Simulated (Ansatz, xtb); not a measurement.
# Two isomers of CH6Cl2GeSi

We compare a, `C[Si@H](Cl)[GeH2][Cl]`, a singlet, with b, `[CH3][GeH2][SiH](Cl)Cl`, a singlet. Both are isolated molecules in the gas phase, relaxed with B3LYP-D3(BJ)/def2-SVP; the shapes shown needn't be the lowest conformers.

a (Å):

```xyz
11

C    -0.6587   -1.6894    2.4082
Cl    2.3351   -1.7813    1.1187
Cl   -2.4964   -0.0508   -0.6252
Ge   -0.2916   -0.0140   -0.6321
Si    0.2677   -1.8472    0.7901
H    -1.7381   -1.6212    2.1968
H    -0.3503   -0.7786    2.9439
H    -0.4739   -2.5592    3.0573
H    -0.0433   -3.1273    0.0984
H     0.1279    1.3610   -0.0740
H     0.1536   -0.1392   -2.1021
```

b (Å):

```xyz
11

C    -0.9445   -1.0753    2.5280
Cl    0.7439   -1.1026   -2.5306
Cl    0.1617   -3.6209   -0.3208
Ge   -0.7638   -0.3091    0.7236
Si    0.7780   -1.6372   -0.5206
H    -0.0062   -0.9584    3.0898
H    -1.7527   -0.5725    3.0788
H    -1.1772   -2.1469    2.4464
H    -2.1127   -0.3543   -0.0245
H    -0.2750    1.1552    0.7820
H     2.1936   -1.5768   -0.0727
```

Quicker runs give these differences E(b) − E(a): GFN2-xTB +0.260 eV; HF/STO-3G +0.142 eV (at GFN2-xTB geometries); r2SCAN-D4/def2-SVP −0.042 eV (at GFN2-xTB geometries).

Which of the two would you expect CCSD(T)/def2-SVP + ΔMP2/def2-TZVPP electronic energies to favour?

Not settled: CCSD(T)/def2-SVP + ΔMP2/def2-TZVPP gives E(b) − E(a) = −0.075 eV, but this leans on the basis-set step: CCSD(T) alone gives −0.038 eV.

Level by level:

| level | geometry | E(b) − E(a) (eV) | departure from the last row (eV) | job, with rough time for the two |
| --- | --- | --- | --- | --- |
| GFN2-xTB | GFN2-xTB | +0.260 | +0.334 | optimisation, 0.17 s |
| HF/STO-3G | GFN2-xTB | +0.142 | +0.217 | single point, 0.6 s |
| r2SCAN-D4/def2-SVP | GFN2-xTB | −0.042 | +0.033 | single point, 5.4 s |
| B3LYP-D3(BJ)/def2-SVP | B3LYP-D3(BJ)/def2-SVP | +0.018 | +0.093 | optimisation, 86 s |
| HF/def2-SVP | B3LYP-D3(BJ)/def2-SVP | +0.061 | +0.136 | part of the CCSD(T) run |
| MP2/def2-SVP | B3LYP-D3(BJ)/def2-SVP | −0.056 | +0.018 | part of the CCSD(T) run |
| CCSD(T)/def2-SVP | B3LYP-D3(BJ)/def2-SVP | −0.038 | +0.037 | single point |
| CCSD(T)/def2-SVP + ΔMP2/def2-TZVPP | B3LYP-D3(BJ)/def2-SVP | −0.075 |  | single point, 59 s |

As drawn, b has 1 C–Ge, 1 Cl–Si in place of 1 C–Si, 1 Cl–Ge.

GFN2-xTB, HF/STO-3G, HF/def2-SVP put the two in the other order. B3LYP-D3(BJ)/def2-SVP finds them nearly level. The largest departure from CCSD(T)/def2-SVP + ΔMP2/def2-TZVPP is that of GFN2-xTB, 0.334 eV. The last row adds to CCSD(T) the change of the MP2 difference between the two basis sets, here −0.037 eV.

With thermal terms from frequencies at re-optimised GFN2-xTB minima (ideal gas, soft modes damped towards free rotors, one conformer each, 298.15 K, 1 atm): on the last row, ΔE + ΔZPE = −0.061, ΔH = −0.065, ΔG = −0.047 eV.

The correlated steps freeze 25 core orbitals; the filled d shell of Ge is correlated, in a basis made for valence electrons. Mirror images aren't counted in ΔG. Run with Ansatz 0.2.0, xtb 6.7.1; the last row on 2 threads of Arm Neoverse V2 on a shared host.
